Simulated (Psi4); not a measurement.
Cl₅Mo (SMILES [Cl][Mo]([Cl])([Cl])([Cl])[Cl]), doublet, at a GFN2-xTB geometry (such geometries of metal compounds can be far from the true shape) (core potentials on Mo). Base run: Psi4 with TPSS/def2-SV(P).

Psi4 was given this input:
```
memory 2 GB

molecule {
0 2
  Mo    0.00924330   -0.07548706   -0.04503038
  Cl    1.90161145   -0.15947901   -1.12922280
  Cl    1.03631193   -1.04911892    1.83886530
  Cl   -1.02218561    0.93375382   -1.90768418
  Cl   -1.71118297   -1.39568895    0.20151672
  Cl   -0.22739119    1.85703050    1.10777647
}

set basis def2-sv(p)
set reference uks

energy('tpss')
print_variables()
```

Variants of this job, named by their change:

| change | basis functions | E (Eh) | dipole (D) | core-seconds (rough) |
|---|---|---|---|---|
| base | 114 | -2368.77351 | 0.76 | 20 |
| basis = def2-SVP | 121 | -2368.78925 | 0.77 | 30 |
| basis = def2-SVPD | … | … | … | 30 |
| basis = def2-TZVP | 225 | -2369.59944 | 0.82 | 60 |
| basis = def2-TZVPP | 266 | -2369.60529 | 0.81 | 80 |
| basis = def2-TZVPD | 270 | -2369.60206 | 0.80 | 90 |

Problem. Complete the blanks.

Solution. 
- basis = def2-SVPD, basis functions: 169
- basis = def2-SVPD, E (Eh): -2368.81463
- basis = def2-SVPD, dipole (D): 0.79

Totals compare only among sets that treat the same electrons; sets with core potentials leave the core out.

Open shells are given as the SCF converged; they aren't shown to be the lowest states, and a large step between rows can be another state.
